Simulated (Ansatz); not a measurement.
Geometry optimisation, Ansatz, RKS B3LYP/def2-SVP.

input.yaml

```yaml
crystal:
  periodic: [false, false, false]
  atoms:
    - { symbol: Ge, position_ang: [-0.63125, -0.000142, -0.456768] }
    - { symbol: H, position_ang: [0.129118, 0.00017, 2.209406] }
    - { symbol: Cl, position_ang: [1.413554, -1.4e-05, 0.220821] }
    - { symbol: Cl, position_ang: [-0.86326, 1.76342, -1.668591] }
    - { symbol: Cl, position_ang: [-0.863042, -1.763562, -1.668916] }
    - { symbol: Br, position_ang: [-2.43193, 0.000262, 1.087275] }
    - { symbol: H, position_ang: [-0.273891, -0.000135, 2.802473] }
basis:
  gaussian: { orbitals: def2-SVP }
hamiltonian:
  xc: b3lyp
relax:
  f_tol: 0.03
  max_steps: 50
```

Command:

```bash
$ ansatz run input.yaml --threads 4 --pin off --max-ram 5120MiB --backend cpu --events-out ev --progress --plain --runs-dir out
```

Where does it end, and by what steps?

It converged. The force dipped under the threshold on the way, but the program's further checks kept it going. After 13 steps the energy has fallen by 0.480 eV; H7 moved furthest, 1.32 Å.

```tsv
step	energy less start (eV)	largest force component (eV/Å)	accepted
0	0.0000	1.542	yes
1	-0.2262	0.285	yes
2	-0.3430	0.182	yes
3	-0.4145	0.195	yes
4	-0.4489	0.131	yes
5	-0.4666	0.132	yes
6	-0.4717	0.265	yes
7	-0.4741	0.240	yes
8	-0.4778	0.047	yes
9	-0.4791	0.007	yes
10	-0.4702	0.765	no
11	-0.4794	0.118	yes
12	-0.4788	0.195	no
13	-0.4801	0.013	yes
```

```xyz
7
Properties=species:S:1:pos:R:3
Ge -0.811 0.000 -0.957
H 0.326 0.000 3.239
Cl 1.052 0.000 0.120
Cl -0.900 1.750 -2.201
Cl -0.899 -1.750 -2.201
Br -2.566 0.000 0.527
H 0.277 0.000 3.998
```

The run took 46 s on 4 threads of Arm Neoverse V1 (shared host), peak memory 0.41 GiB.
